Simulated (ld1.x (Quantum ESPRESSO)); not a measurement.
**An all-electron radial function and its pseudo partner (Pd)**

Columns: radius, all-electron u(r) and pseudo u(r) of the 4s shell (level -96.68 eV) of palladium in the configuration [Ar] 3d10 4s2 4p6 4d9 5s0 5p0; PBE, scalar-relativistic, PAW scheme, ld1.x (Quantum ESPRESSO) 7.5.

```tsv
r (bohr)	all-electron	pseudo
0.108	-0.4004	-0.2246
0.215	0.4424	-0.4355
0.322	0.6195	-0.6242
0.430	0.1247	-0.7831
0.538	-0.4795	-0.9034
0.645	-0.9166	-0.9809
0.752	-1.1448	-1.0159
0.860	-1.2022	-1.0103
0.968	-1.1458	-0.9685
1.075	-1.0296	-0.8982
1.182	-0.8894	-0.8073
1.290	-0.7463	-0.7033
1.398	-0.6137	-0.5956
1.505	-0.4982	-0.4927
1.612	-0.4001	-0.3992
1.720	-0.3178	-0.3178
1.828	-0.2507	-0.2507
1.935	-0.1971	-0.1971
2.042	-0.1543	-0.1543
2.150	-0.1201	-0.1201
2.258	-0.0931	-0.0931
2.365	-0.0722	-0.0722
2.472	-0.0559	-0.0559
2.580	-0.0430	-0.0430
2.688	-0.0331	-0.0331
2.795	-0.0255	-0.0255
```

How many radial nodes do the two functions have?

The all-electron 4s function has n − l − 1 = 3 (the table is too coarse to show those close to the nucleus); the pseudo-wave has 0, since the states of the same l below it are removed with the core.

At about which radius was the pseudo-wave matched?

1.85 bohr. The columns agree to 0.0005 from 1.72 bohr on; several derivatives are matched, so the curves merge somewhat inside the radius.

Is the pseudo-wave norm-conserving?

No, it belongs to a PAW set: the norm inside the radius is not constrained, and the difference is carried by the augmentation charge.
